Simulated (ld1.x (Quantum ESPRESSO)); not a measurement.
## S (Z = 16): one change to an RRKJ potential, before and after

| Quantity | Value |
| --- | --- |
| Element | S (Z = 16) |
| Generator | ld1.x (Quantum ESPRESSO) 7.5 |
| Type | norm-conserving RRKJ (Kleinman–Bylander form) |
| Functional | Wu–Cohen |
| Relativity | scalar-relativistic |
| Frozen core | [Ne] |
| Valence charge | 6 |
| Reference configuration | 3s1.5 3p4.5 |
| Partial waves | 3s (bound): rc 1.15 bohr; 3p (bound): rc 1.40 bohr |
| Local potential | all-electron potential smoothed inside 1.00 bohr (lloc = -1) |
| Core correction | a·sin(br)/r model core inside 1.05 bohr |
| rho0 | 0.01 |

All-electron outer shells of the reference configuration (Wu–Cohen, scalar-relativistic, ld1.x):

| shell | level (eV) | outermost node (bohr) | outermost maximum (bohr) |
| --- | --- | --- | --- |
| 2s | -212.11 | 0.13 | 0.39 |
| 2p | -157.21 | – | 0.33 |
| 3s | -17.55 | 0.60 | 1.40 |
| 3p | -7.26 | 0.58 | 1.59 |

Change: core correction a·sin(br)/r model core inside 1.38 bohr.

Cutoffs: the cutoffs (Ry, on a coarse ladder) from which the occupation-weighted sum of valence levels, in a spherical-Bessel basis at the reference potential, stays within 10 and 1 mRy of its value at 400 Ry; they do not see the model core or the augmentation charge, which bear on the density cutoff. Errors are all-electron minus pseudo energies relative to the spin-unpolarised reference configuration.

Q: Predict the effect on cutoff, ghosts and configuration errors.

A: The potential gets neither clearly harder nor softer (50 Ry and 120 Ry → 50 Ry and 120 Ry); of the 7 tests that both files solve, the error grows in 3 and shrinks in 2 by more than 15 % and 0.3 meV (median size 3.6 → 1.4 meV); neither file shows a bound ghost. A wider model core is smoother and lowers the density cutoff, which this test does not measure.

| quantity | base | changed |
| --- | --- | --- |
| cutoff, loose | 50 Ry | 50 Ry |
| cutoff, tight | 120 Ry | 120 Ry |
| bound ghosts | none | none |
| error for 3s2 3p4, meV [ΔE -5.13 eV] | 0.0 | +0.3 |
| error for 3s2 3p3, meV [ΔE 6.62 eV] | +3.6 | +5.4 |
| error for 3s2 3p2, meV [ΔE 28.89 eV] | +40 | +48 |
| error for 3s2 3p4.3, meV [ΔE -6.83 eV] | +1.0 | +1.2 |
| error for 3s2 3p0, meV [ΔE 109.77 eV] | +446 | +549 |
| error for 3s1 3p5, meV [ΔE 5.16 eV] | -0.4 | 0.0 |
| error for 3s0 3p6, meV [ΔE 15.57 eV] | -3.6 | +1.4 |
| s: phases at 1.54 bohr within 0.05 rad from the reference energy up to (Ry; the scan ends near 5) | 0.0 | 0.0 |
| p: phases at 1.54 bohr within 0.05 rad from the reference energy up to (Ry; the scan ends near 5) | 5.0 | 5.0 |
